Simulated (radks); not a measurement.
All-electron atom: the neodymium ion Nd8+ in [Kr] 4d10 4f2 5s2 5p2. All-electron calculation, scalar-relativistic Kohn-Sham, PBE, spin-unpolarised, spherical densities, point nucleus. Program: a radial shooting solver on a logarithmic mesh with Libxc functionals. Some entries of the table are withheld. Estimate them.

orbital  occ.  eigenvalue (eV)  <r^2> (bohr^2)  <1/r> (bohr^-1)
1s          2        -43526.79       0.0007598            66.06
2s          2        -7143.125         0.01203            15.26
2p          6        -6398.203        0.009624            14.39
3s          2        -1646.558         0.08100            5.564
3p          6        -1411.655         0.08104            5.257
3d         10        -1085.886         0.06876              (1)
4s          2        -423.3195          0.4109            2.341
4p          6        -345.8330          0.4612            2.163
4d         10        -235.4227          0.5532            1.909
5s          2        -143.0404           1.938            1.015
5p          2              (2)           2.335           0.9155
4f          2        -115.7639          0.8375            1.484

Answer. 
(1) 3d <1/r> (bohr^-1): 4.988
(2) 5p eigenvalue (eV): -120.0144
